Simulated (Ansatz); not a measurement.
`[SiH3]C#CS[SiH3]` + CH₄ → `CC#CS[SiH3]` + SiH₄  (formal exchange of groups at a C–Si bond)

Program: Ansatz. Geometries: PBE0-D4/def2-TZVP. ΔE: electronic, gas phase. CCSD(T)/CBS adds triple-zeta CCSD(T) − MP2 to the extrapolated MP2 energy (def2 sets, frozen cores). This one scheme is used for every species. DFT in def2-TZVPP.

| level | ΔE (kJ/mol) | difference from CCSD(T)/CBS |
| --- | --- | --- |
| PBE0-D4 | 61.2 | -7.3 |
| r2SCAN | 68.1 | -0.4 |
| HF/def2-TZVPP | 60.6 | -7.9 |
| MP2/def2-TZVPP | 71.1 | 2.6 |
| SCS-MP2/def2-TZVPP | 68.9 | 0.4 |
| CCSD/def2-TZVPP | 64.9 | -3.6 |
| CCSD(T)/def2-TZVPP | 67.0 | -1.5 |
| MP2/def2-QZVPP | 72.1 | 3.6 |
| SCS-MP2/def2-QZVPP | 69.9 | 1.4 |
| HF/CBS(def2) | 60.7 | -7.8 |
| CCSD(T)/CBS | 68.5 | 0 |

Largest T1 diagnostic among the species: 0.013.

In def2-TZVPP, CCSD(T) changes the Hartree–Fock value by +6.4 kJ/mol (the triples alone add +2.1 kJ/mol) and MP2 by +10.6 kJ/mol.
